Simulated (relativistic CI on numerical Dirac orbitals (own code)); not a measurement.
Nb32+: what numerical and physical settings do to a radial Dirac CI calculation

Reference input:

```
atom Nb  Z=41  charge=32  electrons=9
nucleus A=93  rms_radius_fm=4.3240
hamiltonian dirac-coulomb  breit=on  qed=on  c_scale=1
orbitals kli  potential=per-configuration
slater_scale 1
correlation none
mixing on
grid step=0.0125 r_max=3.7
scf mixing=0.4 start=green max_iterations=150 tolerance=2e-08 node_fill=0.05
configurations
  [He] 2s2 2p5
  [He] 2s 2p6
  [He] 2p6 3s
  [He] 2p6 3p
  [He] 2p6 3d
end
```

Computed lowest total energy -2926.98506 Ha, first excitation 796237.5 cm⁻¹, 42 SCF steps. Runs with settings changed; * marks those that are bad on purpose:

```tsv
Changed	Outcome	Lowest level	ΔE (Ha)	First excitation (cm⁻¹)	SCF steps	Message
SCF mixing 0.9	converged	2s²2p⁵ ²P°3/2	-2.44e-09	796237.5	33	
grid step 0.008	converged	2s²2p⁵ ²P°3/2	-4.53e-05	796237.5	42	
Slater scale 0.6, QED terms off, node fill of the KLI weights 0.5	converged	2s²2p⁵ ²P°3/2	-1.46	795346.7	42	
grid step 0.04, start potential bare, Breit term off	converged	2s²2p⁵ ²P°3/2	-1.79	809906.3	41	
configuration list: overfill *	refused				0	configuration [He] 2p7: a shell holds more than 4l+2 electrons
charge 31 *	refused				0	configuration [He] 2s2 2p5 has 9 electrons, the ion has 10
```
